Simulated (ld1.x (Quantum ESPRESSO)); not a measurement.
Results of a calculation; reference values are marked as such.
## Potentials for Al (Z = 13) compared

Generated with ld1.x 7.5 (TM, RRKJ, ultrasoft, PAW), atompaw 4.2 or ONCVPSP 4.0.1. The cutoff is in Ry: for ld1.x and atompaw files where the sum of valence levels is converged to 10 mRy in a Bessel basis, for ONCV files where the hardest occupied wave has 1 mHa per electron of residual kinetic energy. The error is the largest all-electron minus pseudo excitation energy over each file’s own four to seven test configurations (ionisations up to +4, promotions, holes and added fractions of an electron), all of which were solved. The labels leave out finer settings (local radius, basis sizes, second energies), which also bear on the numbers. Spin-polarised tests are not counted. The rows are a selection from randomly drawn settings: files with unsolved tests, undetermined cutoffs or missed reference levels are left out.

```tsv
potential	cutoff (Ry)	largest error (meV)	bound ghosts
TM semilocal, Wu–Cohen, non-relativistic, rc 2.15/2.15/2.15 (spd), local d, core correction no, reference 3s2 3p0.75	10	+10	none
ultrasoft, PBEsol, scalar-relativistic, rc 2.15/2.45/1.85 (spd), local d, core correction yes, reference 3s2 3p1	6	-11	none
TM semilocal, PBE, scalar-relativistic, rc 2.05/2.65/2.50 (spd), local p, core correction no, reference 3s2 3p1	10	+30	none
ultrasoft, PBE, scalar-relativistic, rc 2.05/2.60/2.35 (spd), local smoothed, core correction yes, reference 3s1.5 3p0	6	+22	none
RRKJ, LDA (PZ), non-relativistic, rc 1.70/2.70 (sp), local s, core correction yes, reference 3s2 3p0	10	-23	none
RRKJ, PBE, non-relativistic, rc 2.00/2.30 (sp), local s, core correction yes, reference 3s1.5 3p0	10	+17	none
```

**Question.** Fill in the row for Al: ultrasoft, LDA (PZ), scalar-relativistic, rc 1.65/1.85 (sp), local smoothed, core correction yes, reference 3s2 3p0.

**Answer.** cutoff 12 Ry, largest error -7.1 meV, bound ghosts: none.
